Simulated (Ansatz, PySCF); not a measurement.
CH8FNSi2, SMILES C[SiH2][Si@@H](N)F. Atoms are numbered in the order given.

```xyz
13

C      1.9671     0.6139    -1.5622
Si     0.6605    -0.6656    -1.0770
Si    -0.4079     0.0176     0.8917
N     -1.2125     1.5013     0.5515
F     -1.4203    -1.1831     1.3769
H      2.4320     0.3657    -2.5293
H      1.5069     1.6113    -1.6409
H      2.7628     0.6670    -0.8023
H      1.2771    -2.0162    -0.9114
H     -0.3770    -0.7666    -2.1519
H      0.4948     0.2733     2.0481
H     -1.5414     2.1072     1.2980
H     -1.7930     1.5973    -0.2765
```

Coordinates come from a B3LYP-D3(BJ)/def2-SVP optimisation. The structure was generated by enumeration; whether it is a known compound was not checked. Other conformers were not sampled.

Two levels are set side by side: PBE-D3(BJ)/def2-SVP (Ansatz, a first-principles code) and B3LYP-D3(BJ)/def2-SVP (Ansatz). Each level has its own optimised geometry; the coordinates shown are those of the second. Frequencies come from the Hessian of PySCF at each geometry. Differences are taken from unrounded values.

```csv
quantity,B3LYP-D3(BJ)
mean bond length (Å),1.451
bond C1–Si2 (Å),1.892
bond Si2–Si3 (Å),2.342
bond Si3–N4 (Å),1.722
bond Si3–F5 (Å),1.644
bond C1–H6 (Å),1.101
bond C1–H7 (Å),1.101
bond C1–H8 (Å),1.102
bond Si2–H9 (Å),1.494
bond Si2–H10 (Å),1.497
bond Si3–H11 (Å),1.489
bond N4–H12 (Å),1.016
bond N4–H13 (Å),1.016
highest harmonic wavenumber (cm⁻¹),3653
mean harmonic wavenumber (cm⁻¹),1222
zero-point energy (kcal/mol),57.64
```

Question: What does PBE-D3(BJ) give, and how far is it from B3LYP-D3(BJ)? (The exact figures need the calculation; the answer reports its results.)

Answer: 
| quantity | PBE-D3(BJ) | PBE-D3(BJ) minus B3LYP-D3(BJ) |
|---|---|---|
| mean bond length (Å) | 1.460 | 0.009 |
| bond C1–Si2 (Å) | 1.897 | 0.005 |
| bond Si2–Si3 (Å) | 2.346 | 0.004 |
| bond Si3–N4 (Å) | 1.732 | 0.010 |
| bond Si3–F5 (Å) | 1.656 | 0.012 |
| bond C1–H6 (Å) | 1.108 | 0.007 |
| bond C1–H7 (Å) | 1.108 | 0.007 |
| bond C1–H8 (Å) | 1.109 | 0.007 |
| bond Si2–H9 (Å) | 1.507 | 0.013 |
| bond Si2–H10 (Å) | 1.511 | 0.013 |
| bond Si3–H11 (Å) | 1.503 | 0.014 |
| bond N4–H12 (Å) | 1.023 | 0.007 |
| bond N4–H13 (Å) | 1.023 | 0.007 |
| highest harmonic wavenumber (cm⁻¹) | 3582 | -72 |
| mean harmonic wavenumber (cm⁻¹) | 1189 | -32 |
| zero-point energy (kcal/mol) | 56.11 | -1.53 |

GGA bonds tend to be longer and softer than those of functionals with exact exchange. Differences between two approximate levels are no errors against the true value.
